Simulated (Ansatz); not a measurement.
Molecule: CHO (charge 0, doublet). It need not be the lowest isomer of its formula. SMILES: [C-]=[OH+]
Geometry from a B3LYP-D3(BJ)/def2-TZVP (Ansatz, a program for electronic structure) optimisation:
```
O
C 1 1.2674
H 1 0.9900 2 115.15
```
Charge 0, spin multiplicity 2.

Atomisation energy built up term by term with Ansatz (kcal/mol; UHF references for open shells; valence terms freeze the core; atomic spin-orbit terms are left out). CBS marks a two-point X^-3 extrapolation of the correlation energy; Hartree-Fock from the larger set.

```csv
term,basis,kcal/mol
Hartree-Fock,aug-cc-pVQZ,150.44
CCSD correlation,"CBS(aug-cc-pVTZ,aug-cc-pVQZ)",…
(T),"CBS(aug-cc-pVTZ,aug-cc-pVQZ)",…
CCSDT - CCSD(T),cc-pVDZ,0.15
(Q),cc-pVDZ,0.44
core correlation,cc-pwCVTZ,0.81
scalar relativity (X2C),cc-pVTZ-DK against cc-pVTZ,-0.28
sum: De,,…
```

Q: Some entries are withheld; supply them.

A: 
- CCSD correlation, kcal/mol: 79.58
- (T), kcal/mol: 6.63
- sum: De, kcal/mol: 237.8
